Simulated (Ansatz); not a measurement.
The cluster Mo3: single points at one geometry.

```yaml
crystal:
  periodic: [false, false, false]
  atoms:
    - {symbol: Mo, position_ang: [0.304788, -0.428366, -1.215783]}
    - {symbol: Mo, position_ang: [0.728181, 0.805988, 0.477594]}
    - {symbol: Mo, position_ang: [-1.032968, -0.377621, 0.738189]}
basis:
  gaussian: {orbitals: def2-TZVP, initial_orbitals: start.molden}
hamiltonian: {xc: {name: r2SCAN0}, dispersion: d4}
scf: {omitted_lower_state_checks: [starts]}
output: {orbitals: {seedname: orbitals}}
```

The file start.molden holds the orbitals of an earlier run on this structure, at another level or in another basis.

```sh
$ ansatz run in.yaml --threads 4 --pin off --events-out ev --progress --plain --max-ram 3916MiB
```

Shortened log:

```
Functional definition: r2SCAN0
1134 factors; their error is unknown
mean field evaluation 1: about -5560.5730 eV, gradient 2.7e0 eV
mean field evaluation 2: about -5560.5904 eV, gradient 3.7e-2 eV
mean field evaluation 4: about -5560.7858 eV, gradient 7.8e-4 eV
mean field evaluation 8: about -5560.7858 eV, gradient 9.0e-6 eV
mean field -5560.78582464 eV, -204.3551098195 hartree, gradient 9.0e-6 eV, S^2 0.000000; 0 other end points of the search recorded, 0 dependent functions left out
reference -5560.78583306 eV, -204.3551101290 hartree; 21, 21 occupied and 99, 99 virtual orbitals, 1134 factors
Total energy: -5560.81879940 eV, -204.3563216196 hartree
Checks for a lower state left out: starts
```

Run time 3.2 s (4 threads of Intel Xeon Platinum 8259CL on a shared host).

As the first input, with `gaussian: {orbitals: def2-TZVPD, initial_orbitals: start.molden}`, `hamiltonian: {xc: pbe0, dispersion: d4}` (abridged; 2.2 s):

```
Functional definition: PBE0
mean field -5561.97320477 eV, -204.3987452346 hartree, gradient 2.2e-5 eV, S^2 0.000000
Total energy: -5562.09673795 eV, -204.4032849949 hartree
Checks for a lower state left out: starts
```

The first input with `gaussian: {orbitals: def2-TZVPD, initial_orbitals: start.molden}`, `hamiltonian: {xc: r2scan, dispersion: d4}` (abridged; 2.5 s):

```
Functional definition: r2SCAN
mean field -5566.53683710 eV, -204.5664556292 hartree, gradient 1.6e-5 eV, S^2 0.000000
Total energy: -5566.56015897 eV, -204.5673126921 hartree
Checks for a lower state left out: starts
```

As the first input, with `hamiltonian: {xc: pbe}`, `correlation: {method: rpa}` and without the key `output` (abridged; 6.5 s):

```
Functional definition: PBE
mean field -5567.36123317 eV, -204.5967516260 hartree, gradient 2.6e-6 eV, S^2 0.000000; unrestricted orbitals would lower it
mean field evaluation 16: about -5501.6580 eV, gradient 4.4e0 eV
Total energy: -5552.94204172 eV, -204.0668561139 hartree
Checks for a lower state left out: starts
```

First input, but with `hamiltonian: {xc: {name: wB97X-V}}` (abridged; 22 s):

```
Functional definition: wB97X-V
mean field evaluation 16: about -5557.2248 eV, gradient 6.1e-5 eV
mean field -5557.22481028 eV, -204.2242449555 hartree, gradient 6.1e-5 eV, S^2 0.000000
Total energy: -5557.22480871 eV, -204.2242448977 hartree
Checks for a lower state left out: starts
```

The first input with `gaussian: {orbitals: def2-TZVPD, initial_orbitals: start.molden}`, `correlation: {method: ccsd_t}` and without the key `hamiltonian` (abridged; 59 s):

```
Functional definition: HF
mean field evaluation 16: about -5501.9299 eV, gradient 3.4e-3 eV
mean field evaluation 32: about -5501.9985 eV, gradient 4.7e-1 eV
mean field evaluation 64: about -5497.5876 eV, gradient 4.2e0 eV
mean field evaluation 96: about -5501.3994 eV, gradient 4.1e-1 eV
mean field evaluation 128: about -5493.4757 eV, gradient 2.2e1 eV
mean field evaluation 160: about -5496.4457 eV, gradient 3.1e0 eV
mean field evaluation 192: about -5499.4936 eV, gradient 2.1e0 eV
mean field evaluation 224: about -5501.1646 eV, gradient 1.3e0 eV
mean field -5502.23179796 eV, -202.2032890283 hartree, gradient 1.7e-6 eV, S^2 0.000000; 1 other end points of the search recorded, 0 dependent functions left out; unrestricted orbitals would lower it
mean field evaluation 256: about -5506.1273 eV, gradient 2.9e0 eV
mean field evaluation 288: about -5500.7586 eV, gradient 1.2e0 eV
mean field evaluation 320: about -5504.5584 eV, gradient 2.6e-1 eV
mean field evaluation 352: about -5506.5258 eV, gradient 1.1e-3 eV
[...]
cycle  14  -37.03939978 eV  change    8.9e-6 eV  update   7.1e-4
cycle  15  -37.03900528 eV  change    3.9e-4 eV  update   4.5e-4
cycle  16  -37.03926538 eV  change   -2.6e-4 eV  update   3.2e-4
cycle  17  -37.03960875 eV  change   -3.4e-4 eV  update   2.1e-4
cycle  18  -37.03977128 eV  change   -1.6e-4 eV  update   1.4e-4
cycle  19  -37.04005102 eV  change   -2.8e-4 eV  update   1.2e-4
cycle  20  -37.04009536 eV  change   -4.4e-5 eV  update   7.4e-5
cycle  21  -37.04031737 eV  change   -2.2e-4 eV  update   6.2e-5
cycle  22  -37.04030368 eV  change    1.4e-5 eV  update   3.7e-5
cycle  23  -37.04037030 eV  change   -6.7e-5 eV  update   1.6e-5
cycle  24  -37.04036656 eV  change    3.7e-6 eV  update   1.0e-5
perturbative correction -3.35814369 eV, -0.1234095044 hartree
Total energy: -5542.63030821 eV, -203.6879068970 hartree
Checks for a lower state left out: starts
```

First input, but with `gaussian: {orbitals: def2-TZVPD, initial_orbitals: start.molden}`, `hamiltonian: {xc: pbe, dispersion: d4}` (abridged; 1.7 s):

```
Functional definition: PBE
mean field -5567.36125114 eV, -204.5967522863 hartree, gradient 5.6e-6 eV, S^2 0.000000
Total energy: -5567.50727763 eV, -204.6021186610 hartree
Checks for a lower state left out: starts
```

Geometry: r2SCAN-D4/def2-TZVP.

In the def2 sets Mo takes a core potential; there is no spin–orbit coupling. Correlated methods freeze no core orbitals; core or outer-core shells of Mo are correlated, in sets that lack core-valence functions. The restricted singlet is unstable towards broken spin symmetry at other levels; at r2SCAN0-D4/def2-TZVP, PBE0-D4/def2-TZVPD, r2SCAN-D4/def2-TZVPD, ωB97X-V/def2-TZVP and others this wasn't settled. At RPA@PBE/def2-TZVP, CCSD(T)/def2-TZVPD the restricted singlet (for correlated methods, its reference) is unstable: a solution with broken spin symmetry lies lower. At CCSD(T)/def2-TZVPD T1 of the charge 0 singlet is large (up to 0.134), so the single-reference result is doubtful. The order of the spin states hangs on the level: the quintet lies 0.98 eV below the singlet at PBE0-D4/def2-TZVP, but 0.63 eV above it at RPA@PBE/def2-TZVP. The structure comes from a short search, and lower isomers may exist.
